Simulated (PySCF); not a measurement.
PySCF was given this input:
```python
from pyscf import gto, scf, dft
from pyscf.geomopt import geometric_solver
from pyscf.hessian import thermo

mol = gto.Mole()
mol.atom = '''
    N    -0.00000000   -0.00000000   -0.61623737
    O     0.00000000    0.00000000    0.53920770
'''
mol.basis = '3-21g'
mol.spin = 1
mol.verbose = 3
mol.build()

def method(m):
    mf = dft.UKS(m)
    mf.xc = 'pbe'
    return mf

conv, mol_eq = geometric_solver.kernel(method(mol), maxsteps=100, convergence_set='GAU_TIGHT')
print('optimisation converged:', conv)
print(mol_eq.tostring(format='xyz'))
mf = method(mol_eq)
mf.kernel()
hess = mf.Hessian().kernel()
freq = thermo.harmonic_analysis(mf.mol, hess)
print('frequencies / cm-1', freq['freq_wavenumber'].round(1))
th = thermo.thermo(mf, freq['freq_au'], 298.15, 101325)
thermo.dump_thermo(mf.mol, th)
```

Problem. What is the computed Mulliken (on the basis functions themselves) charges in atom order (PBE/3-21G, optimisation and frequencies in PySCF)?

Solution. N1 0.18, O2 -0.18

Problem. What dipole moment does PBE/3-21G, optimisation and frequencies give?

Solution. 0.01 D

Problem. Predict the number of basis functions from PBE/3-21G, optimisation and frequencies.

Solution. 18

Problem. Give the harmonic frequencies (imaginary ones negative) at the level PBE/3-21G, optimisation and frequencies.

Solution. 1548 cm⁻¹

Problem. What <S^2> does PBE/3-21G, optimisation and frequencies give?

Solution. 0.751

Problem. Give the total energy at the end of the optimisation at the level PBE/3-21G, optimisation and frequencies.

Solution. -129.0189 Eh

These values belong to the state on which the SCF converged, which isn't shown to be the lowest.
